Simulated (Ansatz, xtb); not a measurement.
**C5H8Cl2Si: which of two isomers lies lower**

We compare X, `ClC1=C[SiH2]C[C@H](Cl)C1`, a singlet, with Y, `C[C@@H]1[SiH2][C@H](Cl)C=C1Cl`, a singlet. Both are isolated molecules in the gas phase, relaxed with r2SCAN-D4/def2-SVP; the shapes shown needn't be the lowest conformers.

X (Å):

```xyz
16

C     1.0058    1.5057    0.6339
C     0.1697    1.2900   -0.3974
C    -0.0500   -1.3729    0.8741
C     1.3606   -0.9486    1.2351
C     1.4873    0.5133    1.6608
Cl    1.6477    3.1164    0.9276
Cl    2.0066   -1.9720    2.6058
Si   -0.6125   -0.3855   -0.6410
H    -0.0658    2.1420   -1.0449
H    -0.1414   -1.0294   -1.9069
H    -2.1014   -0.2789   -0.7055
H    -0.0847   -2.4559    0.6751
H    -0.7273   -1.1758    1.7238
H     2.0525   -1.1491    0.4001
H     2.5409    0.7298    1.8960
H     0.9320    0.6714    2.6045
```

Y (Å):

```tsv
atom	x (Å)	y (Å)	z (Å)
C	-0.8648	-1.1212	-2.4320
C	-0.0277	0.1694	-2.4017
C	-0.2488	1.6313	-0.0196
C	-1.0268	2.1135	-1.1989
C	-0.8960	1.3997	-2.3385
Cl	-1.3607	0.7028	1.1355
Cl	-1.7925	1.8146	-3.7739
Si	1.0095	0.4397	-0.8221
H	-0.2164	-2.0075	-2.5054
H	-1.4743	-1.2139	-1.5193
H	-1.5449	-1.1210	-3.2990
H	0.6019	0.2205	-3.3082
H	2.2748	1.1691	-1.1383
H	1.2968	-0.7870	-0.0292
H	0.1600	2.4479	0.5921
H	-1.7064	2.9680	-1.1248
```

Quicker runs give these differences E(Y) − E(X): GFN2-xTB +4.9 kcal/mol; HF/STO-3G +6.9 kcal/mol (at GFN2-xTB geometries); r2SCAN-D4/def2-SVP//GFN2-xTB +9.5 kcal/mol.

Problem. Estimate E(Y) − E(X) at the level CCSD(T)/def2-SVP + ΔMP2/def2-TZVPP.

Solution. Calculated at CCSD(T)/def2-SVP + ΔMP2/def2-TZVPP: E(Y) − E(X) = +8.1 kcal/mol, so structure X lies lower.

The same difference at several levels:

```json
{"level": "GFN2-xTB", "geometry": "GFN2-xTB", "E(Y) − E(X) (kcal/mol)": "+4.9", "departure from the last row (kcal/mol)": "−3.1", "job, with rough time for the two": "optimisation, 0.36 s"}
{"level": "HF/STO-3G", "geometry": "GFN2-xTB", "E(Y) − E(X) (kcal/mol)": "+6.9", "departure from the last row (kcal/mol)": "−1.2", "job, with rough time for the two": "single point, 0.73 s"}
{"level": "r2SCAN-D4/def2-SVP//GFN2-xTB", "geometry": "GFN2-xTB", "E(Y) − E(X) (kcal/mol)": "+9.5", "departure from the last row (kcal/mol)": "+1.4", "job, with rough time for the two": "single point, 7.2 s"}
{"level": "r2SCAN-D4/def2-SVP", "geometry": "r2SCAN-D4/def2-SVP", "E(Y) − E(X) (kcal/mol)": "+8.4", "departure from the last row (kcal/mol)": "+0.4", "job, with rough time for the two": "optimisation, 1.7 min"}
{"level": "HF/def2-SVP", "geometry": "r2SCAN-D4/def2-SVP", "E(Y) − E(X) (kcal/mol)": "+9.5", "departure from the last row (kcal/mol)": "+1.5", "job, with rough time for the two": "part of the CCSD(T) run"}
{"level": "MP2/def2-SVP", "geometry": "r2SCAN-D4/def2-SVP", "E(Y) − E(X) (kcal/mol)": "+7.7", "departure from the last row (kcal/mol)": "−0.3", "job, with rough time for the two": "part of the CCSD(T) run"}
{"level": "CCSD(T)/def2-SVP", "geometry": "r2SCAN-D4/def2-SVP", "E(Y) − E(X) (kcal/mol)": "+8.0", "departure from the last row (kcal/mol)": "−0.1", "job, with rough time for the two": "single point"}
{"level": "CCSD(T)/def2-SVP + ΔMP2/def2-TZVPP", "geometry": "r2SCAN-D4/def2-SVP", "E(Y) − E(X) (kcal/mol)": "+8.1", "departure from the last row (kcal/mol)": "", "job, with rough time for the two": "single point, 2.7 min"}
```

As drawn, both hold the same kinds of bond in the same numbers. Structure X has 0 methyl groups, Y 1. Structure X has a 6-membered ring, Y a 5-membered ring.

The levels shown agree on the order. The largest departure from CCSD(T)/def2-SVP + ΔMP2/def2-TZVPP is that of GFN2-xTB, 3.1 kcal/mol. The last row adds to CCSD(T) the change of the MP2 difference between the two basis sets, here +0.1 kcal/mol.

With thermal terms from frequencies at re-optimised GFN2-xTB minima (ideal gas, soft modes damped towards free rotors, one conformer each, 298.15 K, 1 atm): on the last row, ΔE + ΔZPE = +7.7, ΔH = +8.0, ΔG = +7.6 kcal/mol.

The correlated steps freeze 20 core orbitals. Codes used: Ansatz 0.2.0, xtb 6.7.1; the last row on 4 threads of Arm Neoverse V1 on a shared host.
